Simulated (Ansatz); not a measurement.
`[OH][Ga]([OH])[Cl]` and `[OH][Ga]([OH])[SH]` differ in one atom or group.

Ansatz, PBE0-D4/def2-TZVP geometries, multiplicity 1. Each molecule was computed in one conformer, which needn't be the lowest.

Scalar relativity is left out up to krypton.

```csv
property,`[OH][Ga]([OH])[Cl]`
HOMO energy (B3LYP/def2-TZVPP) / eV,-8.96
HOMO–LUMO gap (PBE/def2-TZVPP) / eV,5.36
size of the dipole moment (PBE/def2-TZVPP) / D,1.57
LUMO energy (ωB97M-V/def2-TZVPP) / eV,0.64
HOMO–LUMO gap (PBE0/def2-TZVPP) / eV,8.04
LUMO energy (PBE/def2-TZVPP) / eV,-2.16
```

**Question.** Give the same properties after the change, and the shifts. (Best estimate.)

**Answer.** Ansatz gave: 
| property | `[OH][Ga]([OH])[SH]` | shift |
| --- | --- | --- |
| HOMO energy (B3LYP/def2-TZVPP) / eV | -7.62 | 1.34 |
| HOMO–LUMO gap (PBE/def2-TZVPP) / eV | 4.84 | -0.52 |
| size of the dipole moment (PBE/def2-TZVPP) / D | 0.62 | -0.95 |
| LUMO energy (ωB97M-V/def2-TZVPP) / eV | 0.95 | 0.31 |
| HOMO–LUMO gap (PBE0/def2-TZVPP) / eV | 7.06 | -0.98 |
| LUMO energy (PBE/def2-TZVPP) / eV | -1.75 | 0.41 |

With PBE0 the HOMO rises by 1.36 eV and the LUMO rises by 0.38 eV, so the gap narrows by about 0.98 eV. PBE moves the HOMO by 0.93 eV and ωB97M-V by 1.47 eV. Dipoles are sizes alone; their direction can turn.

B3LYP here is the variant with VWN-RPA as its local correlation; programs differ in this.
